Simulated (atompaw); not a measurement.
## Cutoff test, Mg, PAW (atompaw)

* Element: Mg
* Generator: atompaw 4.2.0.5
* Type: PAW
* Functional: LDA (PW92)
* Relativity: non-relativistic
* Frozen core: [He] 2s2
* Valence charge: 8
* Reference configuration: 2p6 3s1.5 3p0.5
* Partial waves: 3s (bound): rc 1.10 bohr; 3s channel at 4.8 Ry: rc 0.85 bohr; 2p (bound): rc 0.70 bohr; 3p (bound): rc 1.10 bohr; 3d channel at -0.2 Ry: rc 1.10 bohr
* Local potential: ultrasoft scheme with l = 3 at 0.5 Ry, radius 0.90 bohr
* Core correction: smooth core density matched at 0.95 bohr
* Augmentation charge: sinc compensation charge, radius 0.90 bohr; PAW radius 1.10 bohr; waves and projectors: custom rrkj vanderbiltortho

The pseudo-atom Hamiltonian at the reference potential is diagonalised in spherical Bessel functions j_l(qr) that vanish at 20 bohr, with q² up to the cutoff. All-electron valence levels (Ry): 3s -0.3891, 2p -3.5148, 3p -0.1315.

**Question.** How do the lowest levels (Ry) of each channel move with the cutoff, and are there ghosts?

**Answer.**

```csv
cutoff (Ry),s #1,s #2,p #1,p #2,d #1,f #1,Σ f·Δε (mRy)
8,-1.4647,-0.1308,-0.6255,-0.0211,0.0359,0.0951,17778.5
15,-1.8178,-0.1718,-1.0800,-0.0459,0.0359,0.0951,14977.5
25,-3.2433,-0.2923,-1.5942,-0.0683,0.0358,0.0951,11700.2
35,-4.7935,-0.3606,-2.1273,-0.0895,0.0358,0.0951,8388.3
50,-5.7348,-0.3850,-2.7992,-0.1141,0.0358,0.0951,4308.5
70,-5.9037,-0.3888,-3.2772,-0.1283,0.0358,0.0951,1427.5
100,-5.9107,-0.3891,-3.4690,-0.1314,0.0358,0.0951,274.8
140,-5.9192,-0.3891,-3.5097,-0.1315,0.0358,0.0951,30.6
180,-5.9196,-0.3891,-3.5139,-0.1315,0.0358,0.0951,5.1
260,-5.9202,-0.3891,-3.5145,-0.1315,0.0358,0.0951,1.4
400,-5.9203,-0.3891,-3.5148,-0.1315,0.0358,0.0951,0.0
```

Result: ghost state, extra bound levels that the all-electron valence spectrum of the same l lacks: s at -80.5 eV (a true bound ghost makes a file unfit for plane-wave use); 10 mRy is reached at 160 Ry and 1 mRy at 300 Ry.
